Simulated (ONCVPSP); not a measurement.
## Reading a pseudo-wave (technetium)

Columns: radius, all-electron u(r) and pseudo u(r) of the 4s shell (level -80.89 eV) of technetium in the configuration [Ar] 3d10 4s2 4p6 4d5 5s1; PBEsol, scalar-relativistic, ONCV scheme, ONCVPSP 4.0.1.

| r (bohr) | all-electron | pseudo |
| --- | --- | --- |
| 0.118 | 0.3638 | 0.1624 |
| 0.235 | -0.4150 | 0.3256 |
| 0.353 | -0.5746 | 0.4912 |
| 0.470 | -0.1277 | 0.6503 |
| 0.588 | 0.4265 | 0.7956 |
| 0.705 | 0.8375 | 0.9121 |
| 0.822 | 1.0626 | 0.9895 |
| 0.940 | 1.1328 | 1.0200 |
| 1.058 | 1.0953 | 1.0010 |
| 1.175 | 0.9978 | 0.9393 |
| 1.292 | 0.8731 | 0.8465 |
| 1.410 | 0.7416 | 0.7344 |
| 1.528 | 0.6167 | 0.6164 |
| 1.645 | 0.5057 | 0.5058 |
| 1.763 | 0.4090 | 0.4091 |
| 1.880 | 0.3283 | 0.3284 |
| 1.998 | 0.2610 | 0.2611 |
| 2.115 | 0.2067 | 0.2068 |
| 2.232 | 0.1629 | 0.1629 |
| 2.350 | 0.1276 | 0.1276 |
| 2.468 | 0.0996 | 0.0996 |
| 2.585 | 0.0776 | 0.0776 |
| 2.702 | 0.0604 | 0.0604 |
| 2.820 | 0.0467 | 0.0468 |
| 2.938 | 0.0361 | 0.0361 |
| 3.055 | 0.0279 | 0.0279 |

Problem. How many radial nodes do the two functions have?

Solution. The all-electron 4s function has n − l − 1 = 3 (the table is too coarse to show those close to the nucleus); the pseudo-wave has 0, since the states of the same l below it are removed with the core.

Problem. At about which radius was the pseudo-wave matched?

Solution. 1.60 bohr, where the columns begin to agree (steps of 0.12 bohr).

Problem. Is the pseudo-wave norm-conserving?

Solution. Yes: the ONCV scheme keeps the norm inside the radius equal to the all-electron one, which fixes the energy derivative of the logarithmic derivative at the level.
